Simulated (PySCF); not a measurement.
## Bond length, frequency and bond energy of CdB by level of theory

State: ²Π (doublet), unpaired electrons π ↑. Set-up: Cd def2-SVPD with ECP28, B def2-SVPD; scalar-relativistic core potentials (PySCF 2.14). De refers to Cd + B in their high-spin ground configurations, without counterpoise correction. The functionals are run spin-unrestricted. A positive dipole means Cd(−)B(+). Levels whose curve was spin-contaminated or gave no clean fit are not listed.

```json
{"Level": "PBE", "Re (Å)": "2.373", "ωe (cm⁻¹)": "304", "De (eV)": "0.63", "μ (D)": "-1.90"}
{"Level": "revPBE", "Re (Å)": "2.410", "ωe (cm⁻¹)": "284", "De (eV)": "0.499", "μ (D)": "-1.96"}
{"Level": "BP86", "Re (Å)": "2.382", "ωe (cm⁻¹)": "295", "De (eV)": "0.56", "μ (D)": "-1.80"}
{"Level": "r²SCAN", "Re (Å)": "2.364", "ωe (cm⁻¹)": "308", "De (eV)": "0.59", "μ (D)": "-1.79"}
{"Level": "PBE0", "Re (Å)": "2.423", "ωe (cm⁻¹)": "272", "De (eV)": "0.461", "μ (D)": "-1.95"}
{"Level": "B97-3", "Re (Å)": "2.494", "ωe (cm⁻¹)": "237", "De (eV)": "0.318", "μ (D)": "-1.94"}
{"Level": "CAM-B3LYP", "Re (Å)": "2.515", "ωe (cm⁻¹)": "202", "De (eV)": "0.216", "μ (D)": "-1.61"}
```

Q: What does a quarter of exact exchange do here, going from PBE to PBE0?

A: PBE0 less PBE: +5.0 pm in Re, -10.5 % in ωe, -0.17 eV in De. Exact exchange removes part of the self-interaction that spreads semilocal densities, and in most molecules shortens and stiffens the bond and lowers De; here Re and ωe go the other way.

Q: What does the step from GGA to meta-GGA do here, going from PBE to r²SCAN?

A: r²SCAN less PBE: -0.9 pm in Re, +1.3 % in ωe, -0.04 eV in De. 

Spin–orbit coupling is left out. The state is the lowest determinant that a PBE0 search found; another state may lie lower at other levels.
